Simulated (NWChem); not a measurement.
System: C3HFO3; SMILES O=C1OC(=CF)O1

```xyz
8

O      0.3038     2.6032     0.0000
C      0.0975     1.4513     0.0000
O      0.9212     0.3484     0.0000
C     -0.2322    -0.3922     0.0000
C     -0.5017    -1.6891     0.0000
F      0.4590    -2.5995     0.0000
O     -1.0592     0.7048     0.0000
H     -1.5277    -2.0600     0.0000
```
Atoms are numbered in this order, from 1.

Program: NWChem. Coordinates come from a PBE0/def2-SVP optimisation. Atomic charges in e: unrestrained fits to the electrostatic potential beside Mulliken populations; buried atoms are poorly determined by the fit.

Task: Estimate the computed values for B3LYP/def2-SVP. Quantities: ESP O1; Mulliken O1; ESP C2; Mulliken C2; ESP O3; Mulliken O3; ESP C4; Mulliken C4; ESP C5; Mulliken C5; relative RMS misfit of the potential (%).

Result: 
```json
{
 "ESP O1": "-0.46",
 "Mulliken O1": "-0.09",
 "ESP C2": "0.87",
 "Mulliken C2": "0.31",
 "ESP O3": "-0.38",
 "Mulliken O3": "-0.23",
 "ESP C4": "0.46",
 "Mulliken C4": "0.33",
 "ESP C5": "-0.13",
 "Mulliken C5": "0.05",
 "relative RMS misfit of the potential (%)": "28"
}
```
